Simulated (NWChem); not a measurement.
# CHAgO2; SMILES [Ag](<-[C-]#[O+])[OH]

```xyz
5

Ag    -0.0033     0.2648     0.0000
O     -0.0682     2.2195     0.0000
H      0.8100     2.6154     0.0000
O      0.0001    -2.8280     0.0000
C     -0.0185    -1.6990     0.0000
```
Atoms are numbered in this order, from 1.

Program: NWChem. Medium grid unless said otherwise, to which SCAN and Minnesota functionals are sensitive. Coordinates come from a PBE0/def2-SVP optimisation. def2 effective core potentials on Ag; no spin-orbit coupling.

**Question.** Order these by “dipole (D)”, lowest first: B3PW91/def2-SVP; SCAN/def2-SVP; BLYP/def2-SVP; MPW1K/def2-SVP; LRC-wPBEh/def2-SVP.

**Answer.** BLYP/def2-SVP (3.01), SCAN/def2-SVP (3.22), B3PW91/def2-SVP (3.77), LRC-wPBEh/def2-SVP (4.16), MPW1K/def2-SVP (4.40)
